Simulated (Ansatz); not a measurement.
Reactions of Cl2FHO2W, SMILES `[O]=[W]([OH])([F])([Cl])[Cl]`.

Computed with Ansatz on PBE0-D4/def2-TZVP structures; ΔE is electronic, products minus reactants. CBS: MP2 limit from def2 TZ/QZ plus the TZ coupled-cluster correction, frozen cores. This one scheme is used for every species. Functionals use def2-TZVPP. def2 core potentials past Kr. For W outer-core shells are correlated without core-valence functions, which leaves a few kJ/mol of doubt a bond. Each species was taken in one conformer, which may not be the lowest.

```csv
reaction,CCSD/CBS(def2) (kJ/mol),PBE-D4 (kJ/mol)
`[O]=[W]([OH])([F])([Cl])[Cl]` + H₂O → `[O]=[W]([OH])([OH])([Cl])[Cl]` + H–F,13,17
`[O]=[W]([OH])([F])([Cl])[Cl]` + H–F → `[O]=[W]([F])([F])([Cl])[Cl]` + H₂O,-22,-30
`[O]=[W]([OH])([F])([Cl])[Cl]` + HCl → `[O]=[W]([F])([Cl])([Cl])[Cl]` + H₂O,-7,-12
`[O]=[W]([OH])([F])([Cl])[Cl]` + CH₃OH → `C[O][W](=[O])([OH])([Cl])[Cl]` + H–F,-10,-4
```

(1) Give the CCSD(T)/CBS values in the same order. (Best estimate.)

Largest T1 diagnostic: 0.021, for `C[O][W](=[O])([OH])([Cl])[Cl]`.

Results:

(1) Ansatz gave: 10, -22, -11, -16 kJ/mol.
